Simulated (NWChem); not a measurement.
System: CdHOCl; SMILES [Cd]([Cl])[OH]

```xyz
4

Cd    -0.4486     0.1719     0.0001
Cl     0.1687    -2.0330    -0.0004
O     -1.1115     2.0379     0.0025
H     -0.3407     2.6391    -0.0151
```
Atoms are numbered in this order, from 1.

Level: PBE-D3(BJ)/def2-SVP with def2 effective core potentials on Cd (NWChem), optimised geometry, unscaled harmonic frequencies. def2 effective core potentials on Cd; no spin-orbit coupling.

```csv
frequency (cm⁻¹),IR intensity (km/mol)
110,9.6
115,0.2
361,12.6
590,51.1
820,58.8
3696,46.4
```

| Property | Result |
|---|---|
| zero-point energy | 8.1 kcal/mol |
| thermal correction to the enthalpy at 298.15 K (with zero-point energy) | 11.8 kcal/mol |
| heat capacity Cv | 13.1 cal/(mol K) |
| entropy at 298.15 K and 1 atm (symmetry number 1) | 71.7 cal/(mol K) |

Rigid rotor and harmonic oscillator.
